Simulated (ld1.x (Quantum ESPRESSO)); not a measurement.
## Transferability test, RRKJ potential for indium (In)

```
Element                 : indium
Generator               : ld1.x (Quantum ESPRESSO) 7.5
Type                    : norm-conserving RRKJ (Kleinman–Bylander form)
Functional              : PBE
Relativity              : fully relativistic
Frozen core             : [Kr]
Valence charge          : 13
Reference configuration : 4d10 5s2 5p1
Partial waves           : 5s (bound): rc 2.35 bohr; 4d (bound): rc 1.75 bohr; 5p (bound): rc 2.85 bohr
Local potential         : the p channel
Core correction         : Bessel-smoothed model core, default radius (core density twice the valence density)
rho0                    : 0.001
```

Open shells are filled in proportion to 2j + 1 (rel_dist='average').

Energies are relative to the spin-unpolarised reference configuration 4d10 5s2 5p1; without spin polarisation the order of configurations can differ from experiment. The p channel is local and has no spin–orbit splitting in the pseudo-atom.

```csv
valence configuration,charge,ΔE all-electron (eV),error AE − PS (meV)
4d10 5s2 5p0,+1,5.374,+7.3
4d10 5s1 5p0,+2,24.609,+3.7
4d10 5s0 5p0,+3,52.929,-54
4d10 5s2 5p0.5,+0.5,1.945,+3.5
4d10 5s1 5p2,0,5.829,-6.5
4d9 5s0 5p0,+4,109.312,-325
4d10 5s1 5p1,+1,11.953,+2.3
```

Levels in the configuration 4d10 5s1 5p2:

```
   level  all-electron (eV)  pseudo (eV)
4d j=3/2            -20.745      -20.736
4d j=5/2            -19.881      -19.872
5s j=1/2             -9.193       -9.192
5p j=1/2             -3.452       -3.218
5p j=3/2             -3.113       -3.218
```
